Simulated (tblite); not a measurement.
Species: C₆H₇OS (doublet state).
Atom-mapped SMILES: `[C:1]#[C:2][C@@H:3]1[CH2:4][S@:5](=[O:6])[C@H:7]1[CH3:8]` (hydrogens: H9 on C3; H10, H11 on C4; H12 on C7; H13, H14, H15 on C8)
Bond orders are those of one Lewis drawing.

Computed with GFN2-xTB (tblite), gas phase: L-BFGS steps from a force-field or distance-geometry start until the largest atomic force falls under 0.01 eV/Å.

Geometry at step 11:
```
atom  x, y, z in Å
C1      2.9120    0.6026   -1.3465
C2      1.9729    0.2581   -0.6920
C3      0.8793   -0.1448    0.1909
C4      0.5440   -1.6337    0.1722
S5     -1.2403   -1.2175    0.5172
O6     -2.1104   -1.8702   -0.4498
C7     -0.5076    0.3492   -0.2232
C8     -1.0356    1.6392    0.3477
H9      1.1227    0.1894    1.2047
H10     0.6072   -2.0784   -0.8199
H11     1.0382   -2.2542    0.9129
H12    -0.6526    0.2850   -1.3038
H13    -2.0898    1.7332    0.0966
H14    -0.9372    1.6505    1.4320
H15    -0.5072    2.4995   -0.0609
```

**Question.** Give the atomic forces at this geometry.

**Answer.** 
```tsv
atom	Fx (eV/Å)	Fy (eV/Å)	Fz (eV/Å)
C1	0.135	0.060	-0.084
C2	-0.133	-0.061	-0.035
C3	0.010	0.009	0.020
C4	0.028	0.052	0.023
S5	-0.074	-0.050	-0.055
O6	-0.006	-0.035	-0.016
C7	0.028	-0.007	0.023
C8	-0.012	-0.013	0.003
H9	-0.054	-0.018	0.023
H10	0.034	0.024	0.072
H11	0.004	-0.018	-0.018
H12	0.004	0.017	0.048
H13	-0.028	0.062	0.008
H14	0.033	0.019	-0.012
H15	0.030	-0.041	0.001
```

The largest, 0.17 eV/Å, acts on C1; the rms over all components is 0.045 eV/Å. The forces sum to zero within rounding, as they must for an isolated molecule in no field.

**Question.** Give the force on C1 in Eh/bohr and in nN.

**Answer.** 0.170 eV/Å ÷ 51.422 = 0.00330 Eh/bohr, and 0.170 eV/Å × 1.602 = 0.27 nN.

**Question.** How far is this geometry from the end of the optimisation?

**Answer.** 0.014 eV above it, and 0.087 Å rms away after alignment. The bonds farthest from their final lengths, with half the difference of the two atoms' forces along the bond (positive lengthens):

```
  bond  now (Å)  final (Å)  force along bond (eV/Å)
 S5–C7    1.881      1.885                    +0.02
 C4–S5    1.864      1.867                    +0.03
 C1≡C2    1.195      1.198                    +0.14
 C2–C3    1.462      1.464                    -0.05
C4–H10    1.089      1.087                    -0.02
```

The angle farthest from its final value is C1–C2–C3, 176.1° against 174.0°.

The cost below is that of the whole relaxation. Hardware: Arm Neoverse V1, one thread (shared host). Cost: 0.42 s.
